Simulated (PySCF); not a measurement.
Spectrum to structure. Theory: TDDFT wB97X-D/def2-SVPD, vertical, gas phase, core orbitals frozen in the response (PySCF). Geometries: GFN2-xTB, one conformer each.

```json
{"state": "S1", "λ (nm)": "231.3", "f": "0.106"}
{"state": "S2", "λ (nm)": "207.1", "f": "0.251"}
{"state": "S3", "λ (nm)": "194.5", "f": "0.021"}
{"state": "S4", "λ (nm)": "188.0", "f": "0.031"}
{"state": "S5", "λ (nm)": "177.5", "f": "0.032"}
{"state": "S6", "λ (nm)": "174.9", "f": "0.017"}
{"state": "S7", "λ (nm)": "170.0", "f": "0.0062"}
{"state": "S8", "λ (nm)": "167.4", "f": "0.0019"}
```

Triplets computed (Tamm–Dancoff): 4.02, 5.44, 6.30 eV.

Orbital energies (eV): HOMO-3 -11.84, HOMO-2 -10.88, HOMO-1 -9.25, HOMO -7.26, LUMO 2.15, LUMO+1 2.80, LUMO+2 2.93.

Question: Which candidate is it? All have the formula C5H10N2.
A. `C=CN1CCCN1`
B. `C=C/C=N/NCC`
C. `C=CN(CC)N=C`

Answer: A. Its S1, at 5.36 eV, is the highest among the candidates; the nearest of the others has S1 at 5.04 eV. S1 is HOMO→LUMO (87%). Löwdin shares by element: HOMO nitrogen 44%, carbon 36% or more (atoms not listed hold the other 19%); LUMO carbon 43% or more (atoms not listed hold the other 57%). At the same level the other candidates give, for their lowest levels:
- `C=C/C=N/NCC`: 246 nm (f 0.736); 219 nm (f 0.016); 211 nm (f 0.006); 185 nm (f 0.007); 185 nm (f 0.017); T1 2.87 eV; HOMO -7.54, LUMO 1.06 eV
- `C=CN(CC)N=C`: 251 nm (f 0.305); 222 nm (f 0.003); 208 nm (f 0.050); 190 nm (f 0.008); 184 nm (f 0.165); T1 3.37 eV; HOMO -7.47, LUMO 1.44 eV
